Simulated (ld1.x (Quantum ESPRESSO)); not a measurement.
**Transferability test, TM potential for hafnium**

```
Element                 : Hf (Z = 72)
Generator               : ld1.x (Quantum ESPRESSO) 7.5
Type                    : norm-conserving Troullier–Martins (Kleinman–Bylander form)
Functional              : PBEsol
Relativity              : fully relativistic
Frozen core             : [Kr] 4d10 4f14 5s2
Valence charge          : 10
Reference configuration : 5p6 5d2.5 6s1.5 6p0
Partial waves           : 6s (bound): rc 2.55 bohr; 5p (bound): rc 1.95 bohr; 5f channel at 0.05 Ry: rc 2.20 bohr; 5d (bound): rc 1.65 bohr
Local potential         : the d channel
Core correction         : a·sin(br)/r model core inside 1.00 bohr
```

Open shells are filled in proportion to 2j + 1 (rel_dist='average').

Energies are relative to the spin-unpolarised reference configuration 5p6 5d2.5 6s1.5 6p0; without spin polarisation the order of configurations can differ from experiment. The d channel is local and has no spin–orbit splitting in the pseudo-atom.

Give the all-electron excitation energy and the error of the potential for: 5p6 5d2 6s2 6p0; 5p6 5d2 6s1 6p0; 5p6 5d2 6s0 6p0; 5p6 5d2 6s1 6p1; 5p6 5d3 6s0 6p0; 5p6 5d1 6s0 6p0; 5p6 5d1 6s2 6p1.

```tsv
valence configuration	charge	ΔE all-electron (eV)	error AE − PS (meV)
5p6 5d2 6s2 6p0	0	-1.253	-1.3
5p6 5d2 6s1 6p0	+1	6.758	+1.4
5p6 5d2 6s0 6p0	+2	20.922	-14
5p6 5d2 6s1 6p1	0	2.582	-2.0
5p6 5d3 6s0 6p0	+1	8.754	-30
5p6 5d1 6s0 6p0	+3	42.686	-57
5p6 5d1 6s2 6p1	0	0.723	-37
```

Note: ghost states, extra bound levels that the all-electron valence spectrum of the same l lacks: f5/2 at -169.7 eV, f7/2 at -94.5 eV, s at -34.1 eV. A true bound ghost makes a file unfit for plane-wave use.
